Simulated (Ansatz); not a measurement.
C4H4, SMILES `C1=CC=C1` (singlet; the order of the spin states depends on the level) (charge 0, multiplicity 1). This singlet lies 0.53 eV below the relaxed triplet at the level frozen-core CCSD(T)/cc-pVTZ // B3LYP-D3(BJ)/def2-TZVP (Ansatz, a program for electronic structure); other levels give the other order.

Z-matrix (Å, degrees):
```
C
C 1 1.3297
H 1 1.0794 2 135.10
H 2 1.0794 1 135.10 3 0.02
C 2 1.5765 4 134.90 1 -179.95
C 5 1.3297 2 90.00 4 -179.98
H 6 1.0794 5 135.10 2 179.99
H 5 1.0794 6 135.10 7 0.02
```
Charge 0, spin multiplicity 1.

Frozen-core energies in 6-31g from Ansatz at a geometry from B3LYP-D3(BJ)/def2-TZVP; the HF reference has <S^2> = 0.00 (restricted, and unstable towards unrestricted orbitals) and the T1 diagnostic is 0.011.

```json
[
 {"level": "HF", "energy (Ha)": "-153.57488", "difference from CCSDTQ (mHa)": "409.45"},
 {"level": "MP2", "energy (Ha)": "-153.92712", "difference from CCSDTQ (mHa)": "57.22"},
 {"level": "CCSD", "energy (Ha)": "-153.96863", "difference from CCSDTQ (mHa)": "15.70"},
 {"level": "CCSD(T)", "energy (Ha)": "-153.98259", "difference from CCSDTQ (mHa)": "1.75"},
 {"level": "CCSDT", "energy (Ha)": "-153.98320", "difference from CCSDTQ (mHa)": "1.14"},
 {"level": "CCSDT(Q)", "energy (Ha)": "-153.98453", "difference from CCSDTQ (mHa)": "-0.19"},
 {"level": "CCSDTQ", "energy (Ha)": "-153.98434", "difference from CCSDTQ (mHa)": "0.00"}
]
```
